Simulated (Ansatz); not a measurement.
`C#C[TeH]` + `F[SiH2]Cl` → `C#C[SiH](F)Cl` + H₂Te at 600 K and 1 bar (formal exchange of groups at a C–Te bond).

Isolated molecules relaxed with PBE0-D4/def2-TZVP in Ansatz; ΔE leaves out vibrations. CCSD(T)/CBS is the MP2 limit (def2-TZVPP, def2-QZVPP) plus CCSD(T) − MP2 in def2-TZVPP, frozen cores. This one scheme is used for every species. Elements past krypton have def2 core potentials. For Te outer-core shells are correlated without core-valence functions, which leaves a few kJ/mol of doubt a bond.

```
        species  CCSD(T)/CBS energy (Eh)  H − E (kJ/mol)  S (J/(mol·K))
     `C#C[TeH]`               -344.94570           100.8          338.0
    `F[SiH2]Cl`               -849.96195            91.2          329.4
`C#C[SiH](F)Cl`               -926.02177           137.7          405.2
           H₂Te               -268.91024            52.9          255.0
```

H − E and S are ideal-gas, rigid-rotor, harmonic terms from PBE0-D4/def2-TZVP, for one conformer and one mirror image of each species. 1 Eh = 2625.50 kJ/mol, R = 8.31446 J/(mol·K).

By hand: ΔE, ΔH, ΔS and ΔG.

ΔE = (-926.02177) + (-268.91024) − (-344.94570) − (-849.96195) = -0.02436 Eh = -64.0 kJ/mol. Δ(H − E) = 137.7 + 52.9 − 100.8 − 91.2 = -1.4, so ΔH = -65.4 kJ/mol. ΔS = 405.2 + 255.0 − 338.0 − 329.4 = -7.2 J/(mol·K). ΔG = -65.4 − 600 × (-7.2)/1000 = -61.1 kJ/mol.

By hand: the equilibrium constant, and the temperature at which ΔG would vanish if ΔH and ΔS stayed fixed.

log₁₀ K = −ΔG/(RT ln 10) = 5.3. ΔG = 0 at ΔH/ΔS = 9083 K, far beyond where these terms or the molecules hold.

The number of gas molecules stays the same, so ΔS is small and ΔH decides. A doubt of 5 kJ/mol in ΔE shifts log₁₀ K by 0.4 here. Other conformers and mirror images would add mixing entropy, several J/(mol·K) or more a flexible species. These are equilibria of isolated gas molecules and say nothing of rates. Largest T1 diagnostic: 0.012 (customary marks: 0.02 for closed shells, 0.045 for open ones).
